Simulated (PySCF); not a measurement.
Species: C5H12O2Si.
Atom-mapped SMILES: `[CH3:1][O:2][SiH:3]([O:4][CH3:5])[CH:6]1[CH2:7][CH2:8]1` (hydrogens: H9, H10, H11 on C1; H12 on Si3; H13, H14, H15 on C5; H16 on C6; H17, H18 on C7; H19, H20 on C8)

The same species was optimised twice, with GFN2-xTB and with PBE0-D3(BJ)/def2-SVP (PySCF), and the same property calculations (PySCF, gas phase) were run on both structures.

```json
{"coordinate": "O2–Si3 (Å)", "GFN2-xTB": "1.616", "PBE0-D3(BJ)/def2-SVP": "1.654", "change": "+0.038"}
{"coordinate": "Si3–O4 (Å)", "GFN2-xTB": "1.630", "PBE0-D3(BJ)/def2-SVP": "1.663", "change": "+0.033"}
{"coordinate": "Si3–C6 (Å)", "GFN2-xTB": "1.878", "PBE0-D3(BJ)/def2-SVP": "1.846", "change": "-0.032"}
{"coordinate": "C6–C7 (Å)", "GFN2-xTB": "1.504", "PBE0-D3(BJ)/def2-SVP": "1.513", "change": "+0.009"}
{"coordinate": "C6–C8 (Å)", "GFN2-xTB": "1.505", "PBE0-D3(BJ)/def2-SVP": "1.511", "change": "+0.006"}
{"coordinate": "C1–O2 (Å)", "GFN2-xTB": "1.398", "PBE0-D3(BJ)/def2-SVP": "1.400", "change": "+0.002"}
{"coordinate": "C7–C8 (Å)", "GFN2-xTB": "1.490", "PBE0-D3(BJ)/def2-SVP": "1.490", "change": "0.000"}
{"coordinate": "O4–C5 (Å)", "GFN2-xTB": "1.396", "PBE0-D3(BJ)/def2-SVP": "1.396", "change": "0.000"}
{"coordinate": "C1–O2–Si3 (°)", "GFN2-xTB": "128.5", "PBE0-D3(BJ)/def2-SVP": "125.3", "change": "-3.2"}
{"coordinate": "Si3–C6–C8 (°)", "GFN2-xTB": "121.7", "PBE0-D3(BJ)/def2-SVP": "119.3", "change": "-2.4"}
{"coordinate": "Si3–O4–C5 (°)", "GFN2-xTB": "128.4", "PBE0-D3(BJ)/def2-SVP": "126.1", "change": "-2.3"}
{"coordinate": "Si3–C6–C7 (°)", "GFN2-xTB": "120.7", "PBE0-D3(BJ)/def2-SVP": "119.6", "change": "-1.1"}
{"coordinate": "O2–Si3–O4 (°)", "GFN2-xTB": "106.3", "PBE0-D3(BJ)/def2-SVP": "106.7", "change": "+0.4"}
{"coordinate": "C7–C6–C8 (°)", "GFN2-xTB": "59.4", "PBE0-D3(BJ)/def2-SVP": "59.0", "change": "-0.4"}
{"coordinate": "C6–C8–C7 (°)", "GFN2-xTB": "60.3", "PBE0-D3(BJ)/def2-SVP": "60.6", "change": "+0.3"}
{"coordinate": "O2–Si3–C6 (°)", "GFN2-xTB": "104.7", "PBE0-D3(BJ)/def2-SVP": "104.8", "change": "+0.1"}
{"coordinate": "C1–O2–Si3–O4 (°)", "GFN2-xTB": "-52", "PBE0-D3(BJ)/def2-SVP": "-54", "change": "-2"}
{"coordinate": "O2–Si3–O4–C5 (°)", "GFN2-xTB": "-175", "PBE0-D3(BJ)/def2-SVP": "164", "change": "-21"}
{"coordinate": "O2–Si3–C6–C7 (°)", "GFN2-xTB": "-59", "PBE0-D3(BJ)/def2-SVP": "-32", "change": "+27"}
```

Rotational constants: A = 1977, B = 1365, C = 909.6 MHz (GFN2-xTB) against A = 1997, B = 1370, C = 921.8 MHz (PBE0-D3(BJ)/def2-SVP). Point groups within 0.08 Å: C1 and C1.

On the GFN2-xTB structure: HOMO (eV) -7.63 [PBE0/pcSseg-1]; LUMO (eV) 1.29 [PBE0/pcSseg-1]; dipole (D) 1.11 [PBE0/pcSseg-1]; GIAO shielding of C1/C5 (mean) (ppm) 135.2 [PBE0/pcSseg-1]; GIAO shielding of O2/O4 (mean) (ppm) 316.6 [PBE0/pcSseg-1]; GIAO shielding of Si3 (ppm) 376.9 [PBE0/pcSseg-1]; GIAO shielding of C6 (ppm) 190.3 [PBE0/pcSseg-1]; GIAO shielding of C7/C8 (mean) (ppm) 184.8 [PBE0/pcSseg-1].

Q: What do these properties become on the PBE0-D3(BJ)/def2-SVP structure?

A: 
| property | level | on GFN2-xTB | on PBE0-D3(BJ)/def2-SVP | change |
| --- | --- | --- | --- | --- |
| HOMO (eV) | PBE0/pcSseg-1 | -7.63 | -7.69 | -0.06 |
| LUMO (eV) | PBE0/pcSseg-1 | 1.29 | 1.28 | -0.01 |
| dipole (D) | PBE0/pcSseg-1 | 1.11 | 1.13 | +0.02 |
| energy, GFN2-xTB geometry as zero (kcal/mol) | PBE0/pcSseg-1 | 0.0 | -2.1 | -2.1 |
| GIAO shielding of C1/C5 (mean) (ppm) | PBE0/pcSseg-1 | 135.2 | 133.1 | -2.1 |
| GIAO shielding of O2/O4 (mean) (ppm) | PBE0/pcSseg-1 | 316.6 | 313.1 | -3.5 |
| GIAO shielding of Si3 (ppm) | PBE0/pcSseg-1 | 376.9 | 366.2 | -10.7 |
| GIAO shielding of C6 (ppm) | PBE0/pcSseg-1 | 190.3 | 189.3 | -1.0 |
| GIAO shielding of C7/C8 (mean) (ppm) | PBE0/pcSseg-1 | 184.8 | 181.8 | -3.0 |

The heavy atoms differ by 0.197 Å rms after alignment. Among bonds between heavy atoms O2–Si3 changes most (+0.038 Å). Changes are differences of the printed values. Neither structure is proved a minimum here.

Shape of the structure used: `[CH3:1][O:2][SiH:3]([O:4][CH3:5])[CH:6]1[CH2:7][CH2:8]1`: C1–O2–Si3–O4 -54°, O2–Si3–O4–C5 164°, O2–Si3–C6–C7 -32°.
